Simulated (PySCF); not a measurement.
Coordinates in bohr (charge 1 multiplicity 1):
```
Ir    0.0000    0.0000    0.0000
O    -1.8698   -1.8698    1.8698
O     1.8698    1.8698    1.8698
O     1.8698   -1.8698   -1.8698
O    -1.8698    1.8698   -1.8698
```

All numbers come from PBE/[Ir def2-SVP with ECP60, O def2-SVP], scalar-relativistic core potentials, density fitting, no spin–orbit coupling, PySCF.

This geometry of [IrO4]+ is a stationary point at this level.

What is the point group?

Td.

Is it a minimum?

Yes: all harmonic wavenumbers are real.

List the harmonic modes with their infrared intensities.


```csv
symmetry,ω (cm⁻¹),"IR (km/mol, summed over degenerate members)"
e,322,0.0
t2,324,4.0
a1,935,0.0
t2,946,62.8
```

Give the atomic charges and bond orders.


```json
{"atom": "Ir1", "Mulliken": "1.42", "Löwdin": "0.73", "polar tensor": "1.60", "Mayer order to Ir1": "–"}
{"atom": "O2,3,4,5", "Mulliken": "-0.11", "Löwdin": "0.07", "polar tensor": "-0.15", "Mayer order to Ir1": "1.58"}
```
Other Mayer orders above 0.3: O–O 0.32 (×6).

In Td the vibrations span e + 2t2 + a1. The a1, e modes carry no infrared intensity, as symmetry demands.

Only a few start shapes were tried, so a lower isomer may exist. With an element this heavy the missing spin–orbit coupling can shift these numbers.
